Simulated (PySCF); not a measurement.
CH₇FO₂Si₂, SMILES O[Si](O)(F)C[SiH3]. Atoms are numbered in the order given.

```xyz
13

O      1.6181     1.2772     1.0886
Si     0.6483     0.4838    -0.0153
O      1.2591    -1.0480    -0.2027
F      0.7497     1.3239    -1.4235
C     -1.1449     0.3128     0.4432
Si    -1.8920    -1.3972     0.0820
H      1.6195     2.2476     1.0237
H      2.2266    -1.1132    -0.2791
H     -1.2607     0.5199     1.5281
H     -1.7302     1.0824    -0.1025
H     -1.2758    -2.4424     0.9656
H     -3.3740    -1.3599     0.3545
H     -1.6896    -1.7710    -1.3592
```

Geometry optimised at PBE-D3(BJ)/def2-SVP. This is a generated structure with no PubChem entry under its InChIKey; it may be hypothetical. One conformer was computed; it need not be the lowest.

Computed with TDA-M06-2X/def2-SVPD (PySCF).

Vertical excitations. Isolated molecule, no solvent.

```csv
state,energy (eV),λ (nm),f,main pairs
S1,7.93,156,0.097,HOMO→LUMO 78 %
S2,8.42,147,0.062,"HOMO−1→LUMO 33 %, HOMO→LUMO+1 17 %, HOMO→LUMO+2 10 %, HOMO−4→LUMO 8 %"
S3,8.57,145,0.013,"HOMO−2→LUMO 52 %, HOMO−2→LUMO+3 12 %, HOMO−2→LUMO+2 11 %"
S4,8.59,144,0.028,"HOMO→LUMO+1 37 %, HOMO−1→LUMO 23 %, HOMO−1→LUMO+3 9 %, HOMO−1→LUMO+2 7 %"
S5,8.76,141,0.039,"HOMO−3→LUMO 36 %, HOMO−3→LUMO+2 7 %, HOMO−4→LUMO 6 %"
S6,8.80,141,0.117,"HOMO→LUMO+3 22 %, HOMO−4→LUMO 20 %, HOMO→LUMO+1 16 %, HOMO−1→LUMO+1 11 %"
S7,9.01,138,0.009,HOMO→LUMO+4 61 %
S8,9.06,137,0.031,"HOMO−2→LUMO+1 35 %, HOMO−2→LUMO+3 13 %, HOMO→LUMO+2 12 %, HOMO−5→LUMO 8 %"
S9,9.10,136,0.124,"HOMO−2→LUMO+3 18 %, HOMO−2→LUMO+1 17 %, HOMO−1→LUMO+1 13 %, HOMO−5→LUMO 9 %"
S10,9.16,135,0.124,"HOMO→LUMO+2 38 %, HOMO−1→LUMO+1 17 %, HOMO→LUMO+1 9 %"
T1,7.63,162,0,HOMO→LUMO 66 %
T2,8.13,153,0,"HOMO−1→LUMO 25 %, HOMO→LUMO+1 15 %, HOMO→LUMO+3 8 %, HOMO−1→LUMO+2 7 %"
T3,8.23,151,0,"HOMO−1→LUMO 17 %, HOMO−1→LUMO+3 13 %, HOMO−4→LUMO 11 %, HOMO−1→LUMO+2 11 %"
T4,8.25,150,0,"HOMO−2→LUMO 32 %, HOMO−2→LUMO+2 15 %, HOMO−2→LUMO+3 14 %"
```
Triplets are in the Tamm–Dancoff approximation.
